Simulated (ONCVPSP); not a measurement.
# What the settings do to the ONCV potential of Al (Z = 13)

Base potential:

```json
{
  "Element": "Al (Z = 13)",
  "Generator": "ONCVPSP 4.0.1",
  "Type": "optimised norm-conserving Vanderbilt (ONCV)",
  "Functional": "LDA (Perdew-Wang 92)",
  "Relativity": "scalar-relativistic",
  "Frozen core": "[Ne]",
  "Valence charge": "3",
  "Reference configuration": "3s2 3p1",
  "Partial waves": "3s: rc 2.25 bohr, ncon 3, nbas 7, qcut 3.8 1/bohr, 2 projectors, debl 0.5 Ha; 3p: rc 2.00 bohr, ncon 4, nbas 8, qcut 3.8 1/bohr, 2 projectors, debl 3.3 Ha; d scattering state at 0.14 Ha: rc 1.75 bohr, ncon 4, nbas 7, qcut 5.6 1/bohr, 2 projectors, debl 0.5 Ha",
  "Local potential": "polynomial inside 1.75 bohr (lpopt 5, dvloc0 4 Ha)",
  "Core correction": "Teter function, fcfact 5, rcfact 1.7"
}
```

All-electron outer shells of the reference configuration (LDA (PZ), scalar-relativistic, ld1.x):

```tsv
shell	level (eV)	outermost node (bohr)	outermost maximum (bohr)
2s	-107.50	0.17	0.50
2p	-69.71	–	0.43
3s	-7.84	0.80	2.06
3p	-2.79	0.82	2.64
```

Cutoffs, loose and tight: the cutoffs (Ha) at which the residual kinetic energy of the hardest occupied pseudo-wave falls to 1 and 0.1 mHa per electron. They do not see the model core or the augmentation charge, which bear on the density cutoff. Test errors are all-electron minus pseudo excitation energies from the reference, over the configurations 3s2 3p0; 3s1 3p0; 3s2 3p0.5; 3s1 3p1. A dash means not determined; rows that change the core or the reference have their own tests.

For the base: The cutoffs count occupied waves only; projector 2 of the p channel, the hardest unoccupied one, needs 14 Ha at the loose tolerance.

| change | outcome | cutoff, loose | cutoff, tight | bound ghosts | GHOST(+) flags above zero | largest test error (meV) |
| --- | --- | --- | --- | --- | --- | --- |
| base | generated | 5.0 Ha | 6.7 Ha | none | none | -134 |
| s: qcut 2.5; p: qcut 2.5; d: qcut 3.7 | generated | 7.4 Ha | 27 Ha | none | s, d | -145 |
| s: qcut 3.5; p: qcut 3.5; d: qcut 5.1 | generated | 4.7 Ha | 6.5 Ha | none | none | -136 |
| d: qcut 5.5 | generated | 5.0 Ha | 6.7 Ha | none | none | -134 |
| s: qcut 4.2; p: qcut 4.2; d: qcut 6.1 | generated | 5.5 Ha | 7.0 Ha | none | s | -132 |
| s: qcut 4.5; p: qcut 4.5; d: qcut 6.7 | generated | 5.9 Ha | 7.6 Ha | none | none | -131 |
| s: qcut 4.9; p: qcut 4.9; d: qcut 7.2 | generated | 6.3 Ha | 8.3 Ha | none | s | -130 |
| s: qcut 5.2; p: qcut 5.2; d: qcut 7.6 | generated | 6.6 Ha | 8.7 Ha | none | s | -129 |
| s: qcut 5.6; p: qcut 5.6; d: qcut 8.2 | generated | 6.9 Ha | 9.2 Ha | none | s | -128 |

(1) What comes out with this change to the base: s: qcut 3.1; p: qcut 3.1; d: qcut 4.6?

(2) What comes out with this change to the base: s: qcut 2.7; p: qcut 2.7; d: qcut 4?

## Answers

(1) outcome: generated; cutoff, loose: 4.2 Ha; cutoff, tight: 16 Ha; bound ghosts: none; GHOST(+) flags above zero: none; largest test error (meV): -139.

(2) outcome: generated; cutoff, loose: 4.4 Ha; cutoff, tight: 26 Ha; bound ghosts: none; GHOST(+) flags above zero: s, d; largest test error (meV): -143.
